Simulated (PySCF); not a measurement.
# What an electron can do to SbO

PBE in PySCF with def2-TZVPPD on every atom (core potentials on Sb), for the lowest determinant that a PBE0 search found; no spin–orbit coupling.

| species | state (unpaired electrons) | Re (Å) | ωe (cm⁻¹) | energy of the minimum from the neutral (eV) | De (eV) | dissociates to |
| --- | --- | --- | --- | --- | --- | --- |
| SbO | doublet (π ↑) | 1.837 | 813 | 0.00 | 4.80 | Sb + O |
| SbO⁺ | singlet (closed shell) | 1.784 | 916 | 7.87 | 5.89 | Sb⁺ + O |
| SbO⁻ | triplet (π ↑↑) | 1.904 | 692 | -1.57 | 4.59 | Sb + O⁻ |

Q: Work out the lowest energy to break SbO into atoms, from its vibrational ground state.

A: D0 = De − ωe/2 = 4.80 − 0.05 = 4.75 eV (PBE/def2-TZVPPD).

Q: Work out the ionisation energy of the Sb atom at this level and the threshold of dissociative ionisation.

A: IE(Sb) = 7.87 + 5.89 − 4.80 = 8.96 eV, so Sb⁺ + O + e⁻ appears at D0 + IE(Sb) = 13.71 eV (PBE/def2-TZVPPD). The measured IE(Sb) is 8.608 eV (NIST ASD).

Q: Work out the electron affinity of the O atom and the threshold of dissociative attachment.

A: EA(O) = 4.80 − 4.59 − (-1.57) = 1.78 eV, so Sb + O⁻ needs D0 − EA(O) = 2.97 eV (PBE/def2-TZVPPD). The measured EA(O) is 1.461 eV.

Q: At which energy does ion-pair formation open?

A: Sb⁺ + O⁻ lies at D0 + IE(Sb) − EA(O) = 11.93 eV (PBE/def2-TZVPPD).

These are thermodynamic thresholds; the onsets seen under electron impact lie higher where the geometry changes, and cross-sections peak well above them.

These are scalar-relativistic numbers at best; spin–orbit coupling would shift them, the dissociation energy most. For an ion De counts to the pair picked by the measured ionisation energies or electron affinities, which need not be the lowest pair at this level. The highest Kohn–Sham level is positive in this anion. Much of that is self-interaction error, but it also means that the finite basis helps to hold the extra electron. States were picked by a PBE0 search and need not be the measured ground states.
